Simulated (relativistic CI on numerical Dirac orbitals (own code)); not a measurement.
# Radial parameters of Gd25+

Method of calculation: Dirac-Coulomb-Breit CI, KLI orbitals optimised for each configuration, model QED (radiative potential, 1s self-energy scaled to tabulated hydrogen-like ionisation energies), unscaled Slater integrals (own radial code, finite nucleus).

Slater integrals F^k, G^k are unscaled and averaged over j, outside the closed core [Ar] 3d10; ζ comes from projecting the Hamiltonian with its Breit term on Σ l·s of the shell.

- 4s²4p⁶4d³: F^2(4d,4d) = 186600, F^4(4d,4d) = 126900, ζ(4d) = 25476 cm⁻¹; <r>(4d) = 0.5409, <r^2>(4d) = 0.3342 (bohr units).
- 4s²4p⁵4d⁴: ζ(4p) = 210920, F^2(4d,4d) = 186570, F^4(4d,4d) = 126880, F^2(4p,4d) = 189340, G^1(4p,4d) = 237060, G^3(4p,4d) = 151250, ζ(4d) = 25369 cm⁻¹; <r>(4p) = 0.5302, <r^2>(4p) = 0.3177, <r>(4d) = 0.5409, <r^2>(4d) = 0.3342 (bohr units).
- 4s²4p⁶4d²4f: F^2(4d,4d) = 186490, F^4(4d,4d) = 126820, ζ(4d) = 25467, F^2(4d,4f) = 185940, F^4(4d,4f) = 121710, G^1(4d,4f) = 199670, G^3(4d,4f) = 135530, G^5(4d,4f) = 98977, ζ(4f) = 3451.7 cm⁻¹; <r>(4d) = 0.5413, <r^2>(4d) = 0.3346, <r>(4f) = 0.5257, <r^2>(4f) = 0.3147 (bohr units).

Problem. Give the Racah parameters of the d shell in 4s²4p⁶4d³.

Solution. B = F²/49 − 5F⁴/441 = 2369 cm⁻¹ and C = 35F⁴/441 = 10071 cm⁻¹.

Averages of the first 10 configurations, taken without configuration mixing, which lowers the lowest level and can move excited configurations by several eV; other configurations of the list can lie among them:

```tsv
Configuration	Parity	States	Average energy above the lowest level (eV)
4s²4p⁶4d³	even	120	17.3
4s²4p⁵4d⁴	odd	1260	161.2
4s²4p⁶4d²4f	odd	630	170.0
4s4p⁶4d⁴	even	420	270.7
4s4p⁶4d³4f	odd	3360	421.7
4s²4p⁶4d²5s	even	90	279.1
4s²4p⁶4d²5p	odd	270	322.4
4s²4p⁶4d4f5s	odd	280	432.0
4s²4p⁶4d²5d	even	450	383.9
4s²4p⁵4d³5s	odd	1440	421.8
```
